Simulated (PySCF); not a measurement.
## Structure elucidation problem

The spectra below were simulated for a compound C$_{5}$H$_{11}$NOSi$_{3}$.

¹H NMR (600 MHz, computed): δ 7.47 (m, 1H), 7.42 (m, 1H), 5.35 (m, 1H), 5.27 (m, 1H), 5.17 (m, 1H), 5.17 (m, 1H), 5.15 (m, 1H), 2.09 (s, 3H), 0.46 (br s, 1H).

¹³C{¹H} NMR (computed): δ 158.1 (CH), 156.1 (CH), 113.3 (C), 86.1 (C), 6.3 (CH3).

- PBE0/pcSseg-1 with gauge-including orbitals
- GFN2-xTB structure
- code: PySCF
- fast rotation and ring inversion assumed for equivalent nuclei, no solvent model, single conformer, no relativistic terms

Scale: ¹H, ¹³C vs TMS (reference shieldings calculated alike).

**Question.** Which candidate is it?
A. C=C(C)O[Si@@H]1[SiH2]C[Si@H]1C#N
B. CC#C[SiH2]O[Si@@H]1C=C[SiH2]N1
C. C=C(C)O[Si@@H]1[SiH2]C[Si@@H]1C#N

**Answer.** B. 

Rings plus π bonds: 4 (1 ring in the answer). 5 carbon signals for 5 carbons: no two carbons are equivalent. Carbon types of the structure: 2 × C, 2 × CH, 1 × CH3, leaving 6 H on heteroatoms. δC 158.1, 156.1: alkene CH; an sp2 carbon of a C=C bond. δC 113.3, 86.1: alkyne carbon. δC 6.3: propargylic methyl carbon; a saturated carbon with 1 carbon neighbour and no heteroatom attached. δH 7.47, 7.42: hydrogen on an alkene CH; attached to an sp2 carbon and in the plane of the double bond. δH 0.46: hydrogen on a nitrogen bonded to 2 Si, in a 5-membered ring; labile proton, position sensitive to the medium.

The others: C=C(C)O[Si@@H]1[SiH2]C[Si@H]1C#N would give 9 signals for carbon-bound and other non-exchanging H, not 8; C=C(C)O[Si@@H]1[SiH2]C[Si@@H]1C#N would give 9 signals for carbon-bound and other non-exchanging H, not 8.

OH and NH positions are those of a molecule without intermolecular hydrogen bonds; in solution they move with solvent, concentration and temperature, and exchange usually removes their couplings. Shifts are as computed. Against solution values, carbons near 30 ppm lie about +3 ppm off and those near 130 ppm about +5 ppm. Of 1309 compounds with measured shifts, 239 miss one by over three times the rms of a fit or turn the order of signals round; such compounds aren't used in these exercises. Multiplicities follow the n + 1 count of equivalent neighbours, as no J values were calculated; m marks all less simple cases, F and P coupling included.
